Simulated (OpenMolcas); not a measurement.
**neutral niobium: effect of the active space**

| Property | Result |
| --- | --- |
| Program | OpenMolcas |
| Method | MS-CASPT2 or its RAS form, IPEA 0.25 Eh, imaginary shift 0.1 Eh |
| Basis | ANO-RCC-VTZP |
| Scalar Hamiltonian | DKH2, point nucleus |
| Spin-orbit coupling | state interaction with AMFI integrals over the reference wave functions, term energies averaged over their components |

A. 5 electrons in 6 orbitals (4d 5s); 2S+1 = 6 even, 6 roots; 2S+1 = 4 even, 66 roots; 2S+1 = 2 even, 98 roots; closed shells correlated: 4s 4p; CASPT2 step about 80 core-seconds
B. 5 electrons in 9 orbitals (RAS2 4d 5s; RAS3 5p, at most 2 electrons); 2S+1 = 6 even, 6 roots; 2S+1 = 4 even, 77 roots kept (CI in the orbitals of an earlier block, 50 in the spin-orbit step); 2S+1 = 2 even, 86 roots kept (CI in the orbitals of an earlier block); 2S+1 = 6 odd, 45 roots (36 in the spin-orbit step); 2S+1 = 4 odd, 85 roots kept (CI in the orbitals of an earlier block, 35 in the spin-orbit step); 2S+1 = 2 odd, 86 roots kept (CI in the orbitals of an earlier block, 6 in the spin-orbit step); closed shells correlated: 4s 4p; CASPT2 step about 4 core-minutes

Energies in cm⁻¹ above 4d⁴ 5s ⁶D_1/2, the measured ground level; measured values from NIST Handbook of Basic Atomic Spectroscopic Data.

| Level | A | B | Measured |
| --- | --- | --- | --- |
| 4d³ 5s² ⁴F_3/2 | -630 | 873 | 1143 |
| 4d³ 5s² ⁴F_5/2 | -263 | 1243 | 1587 |
| 4d⁴ 5s ⁶D_1/2 | 0.0 | 0.0 | 0.0 |
| 4d⁴ 5s ⁶D_3/2 | 148 | 149 | 154 |
| 4d³ 5s² ⁴F_7/2 | 218 | 1733 | 2154 |
| 4d⁴ 5s ⁶D_5/2 | 381 | 380 | 392 |
| 4d⁴ 5s ⁶D_7/2 | 688 | 678 | 695 |
| 4d³ 5s² ⁴F_9/2 | 771 | 2310 | 2805 |
| 4d⁴ 5s ⁶D_9/2 | 1074 | 1031 | 1050 |
| 4d⁴ 5s ⁴P_1/2(1) | 4370 | 4010 |  |
| 4d⁴ 5s ⁴P_3/2(1) | 4570 | 4240 |  |
| 4d⁴ 5s ⁴P_5/2(1) | 4990 | 4750 |  |
| 4d⁴ 5s ⁴D_1/2(1) | 8040 | 8930 |  |
| 4d⁴ 5s ⁴D_3/2(1) | 8290 | 9230 |  |
| 4d⁴ 5s ⁴D_5/2(1) | 8630 | 9570 |  |
| 4d⁴ 5s ⁴D_7/2(1) | 9060 | 10010 |  |
| 4d³ 5s² ²G_7/2 | 10700 | 9440 |  |
| 4d³ 5s² ²G_9/2 | 11120 | 9890 |  |
| 4d³ 5s² ²P_1/2 | 11380 | 10840 |  |
| 4d³ 5s² ²D_5/2 | 12220 | 11040 |  |
| 4d⁴ 5s ⁴H_7/2 | 12460 | 12460 |  |
| 4d⁵ ⁶S_5/2 | 12550 | 11990 |  |
| 4d⁴ 5s ⁴H_9/2 | 12560 | 12580 |  |
| 4d⁴ 5s ⁴H_11/2 | 12740 | 12770 |  |

A puts 4d³ 5s² ⁴F_3/2 lowest.

Deviations, from unrounded energies. A percentage is the sum of absolute deviations over the sum of measured energies, with the sign that they share, or ± where signs differ.

```json
{"Against measurement": "mean absolute deviation (cm-1)", "Levels": "8", "A": "960", "B": "200"}
{"Against measurement": "fine structure of the ground term (%)", "Levels": "4", "A": "±2.1", "B": "-2.3"}
{"Against measurement": "other configurations (%)", "Levels": "4", "A": "-98.8", "B": "-19.9"}
```

B lies closest to measurement on these levels. The largest miss of B in the table is 4d³ 5s² ⁴F_9/2, by -490 cm-1. The ranking rests on the paired levels alone, and a cruder setting can come out closer through cancelling errors.

The spin-orbit steps hold different terms of 4d⁴ 5s (B lacks a ²D, a ²F, a ⁴F), which shifts levels as well.

Between A and B the level of the table that moves most is 4d³ 5s² ⁴F_9/2, by 1500 cm-1 (lowest in A, highest in B). Moves below CASPT2's spread within the term are not significant.

Term energies are means over components that CASPT2 splits; among the terms shown or strongly mixed into the levels shown the widest spread is 1800 cm-1 (4d³ 5s² ⁴F, B). Over all roots computed the reference weight is 0.85 to 0.90 in A, 0.86 to 0.91 in B; the roots of lowest weight are the least certain, and an intruder state may touch them. Blocks of more than 70 roots (2S+1 = 2 even) ran without multistate coupling. Configurations are named by rounded mean occupations; where the s occupation lies near a half they are strongly mixed, a name can repeat and a true partner stay unpaired. A single d shell beside an s shell can misplace configurations of different d count against each other. The CASPT2 spread within a term exceeds the gap to the next term for 4d³ 5s² ⁴F and 4d⁴ 5s ⁶D, 4d⁵ ⁶S and 4d⁴ 5s ⁴H, so the order of their levels is uncertain, and so are names and mixing where such terms share a J (figures for A; the like holds for B). Some levels mix across a computed gap that differs much from the measured one, so their mixing is not that of the real levels (holds for A). The lowest computed level is not the ground level that NIST lists (6D1/2) (holds for A). Some high roots are left out of the spin-orbit mixing, which shifts the levels that they would mix with (holds for B). Terms from blocks run as CI alone lack orbitals of their own (holds for B). Computed and measured levels are paired by configuration, term and J; levels that our copy of the source lacks, or whose pairing is in doubt (as where it misses far off the trend of its configuration), stay unpaired and out of the deviations. Only configurations of the active space appear. Levels that lie high or do not pair safely by name in every column are left out.

A number in round brackets counts repeated terms of one configuration in the order of the reference energies.
